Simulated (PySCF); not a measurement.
C4H10AlB.
Geometry (PBE0-D3(BJ)/def2-SVP, Å), atoms numbered from 1 in this order:
```
atom  x, y, z in Å
B1     2.2393    0.2098    0.6002
C2     1.1339   -0.1282   -0.3509
C3     0.0679   -1.2042   -0.1432
C4    -1.3416   -0.7376   -0.5387
C5    -1.6838    0.5920    0.1514
Al6    0.0437    1.5205    0.1500
H7     3.1335    0.9636    0.2757
H8     2.1895   -0.1696    1.7572
H9     1.3005    0.1261   -1.4191
H10    0.0692   -1.5010    0.9207
H11    0.3412   -2.1099   -0.7111
H12   -1.3705   -0.5978   -1.6349
H13   -2.0801   -1.5266   -0.3152
H14   -2.5374    1.1150   -0.3070
H15   -1.9660    0.4148    1.2084
H16    0.4553    3.0392    0.3469
```

Method: core-valence-separated Tamm–Dancoff BHandHLYP/aug-pcX-1 (pcseg-1 on H, def2-SVPD on Al) in PySCF, non-relativistic, gas phase, PBE0-D3(BJ)/def2-SVP geometry. No shift to experiment was applied.

List the boron K-edge absorption lines.

| E (eV) | f | core hole on | main final orbital |
| --- | --- | --- | --- |
| 185.93 | 0.0708 | B1 | LUMO (40 %) |
| 188.97 | 0.0090 | B1 | LUMO (53 %) |
| 190.00 | 0.0047 | B1 | spread |
| 190.48 | 0.0096 | B1 | LUMO+4 (30 %) |
| 190.56 | 0.0082 | B1 | spread |
| 190.85 | 0.0032 | B1 | LUMO+6 (34 %) |
| 190.96 | 0.0056 | B1 | LUMO+3 (37 %) |

The first line with a tenth or more of the strongest one's intensity is at 185.93 eV (f = 0.071), with the hole on B1 (three-coordinate boron). It is also the strongest listed.

Give energies, oscillator strengths and core holes at the C K edge.

```json
{"E (eV)": "282.58", "f": "0.0245", "core hole on": "C2", "main final orbital": "LUMO (67 %)"}
{"E (eV)": "283.57", "f": "0.0025", "core hole on": "C5", "main final orbital": "LUMO (94 %)"}
{"E (eV)": "284.10", "f": "0.0211", "core hole on": "C2", "main final orbital": "LUMO+2 (46 %)"}
{"E (eV)": "284.51", "f": "0.0116", "core hole on": "C5", "main final orbital": "LUMO+1 (66 %)"}
{"E (eV)": "284.67", "f": "0.0007", "core hole on": "C3", "main final orbital": "LUMO (94 %)"}
{"E (eV)": "284.76", "f": "0.0018", "core hole on": "C4", "main final orbital": "LUMO (93 %)"}
{"E (eV)": "285.07", "f": "0.0062", "core hole on": "C2", "main final orbital": "LUMO+1 (38 %)"}
{"E (eV)": "285.41", "f": "0.0255", "core hole on": "C5", "main final orbital": "spread"}
{"E (eV)": "285.47", "f": "0.0240", "core hole on": "C5", "main final orbital": "spread"}
{"E (eV)": "285.49", "f": "0.0168", "core hole on": "C4", "main final orbital": "LUMO+1 (58 %)"}
{"E (eV)": "285.57", "f": "0.0124", "core hole on": "C3", "main final orbital": "LUMO+1 (45 %)"}
{"E (eV)": "285.66", "f": "0.0143", "core hole on": "C2", "main final orbital": "spread"}
{"E (eV)": "285.86", "f": "0.0026", "core hole on": "C5", "main final orbital": "LUMO+3 (42 %)"}
{"E (eV)": "285.92", "f": "0.0247", "core hole on": "C4", "main final orbital": "LUMO+2 (33 %)"}
{"E (eV)": "285.92", "f": "0.0005", "core hole on": "C5", "main final orbital": "LUMO+2 (56 %)"}
{"E (eV)": "286.06", "f": "0.0117", "core hole on": "C3", "main final orbital": "LUMO+2 (48 %)"}
{"E (eV)": "286.10", "f": "0.0007", "core hole on": "C2", "main final orbital": "LUMO+1 (45 %)"}
{"E (eV)": "286.15", "f": "0.0213", "core hole on": "C3", "main final orbital": "spread"}
```

The first line with a tenth or more of the strongest one's intensity is at 282.58 eV (f = 0.024), with the hole on C2 (sp3 carbon bound to boron). The strongest listed is at 285.41 eV (f = 0.026; C5).

Roots within 0.03 eV whose holes lie on the same, on equivalent or on shared atoms are summed into one line, and the highest roots are left out, as the search may have cut off their partners. Final orbitals are the ground state's empty Kohn–Sham orbitals.

What length of transition dipole belongs to the line at 185.93 eV?

From f = (2/3) ΔE |μ|² in atomic units, with ΔE = 6.833 Eh and f = 0.0708: |μ| = 0.125 au = 0.32 D.

The ionisation thresholds weren't computed; near and above them a finite basis only mimics Rydberg series and continuum.

One conformer stands for the species.
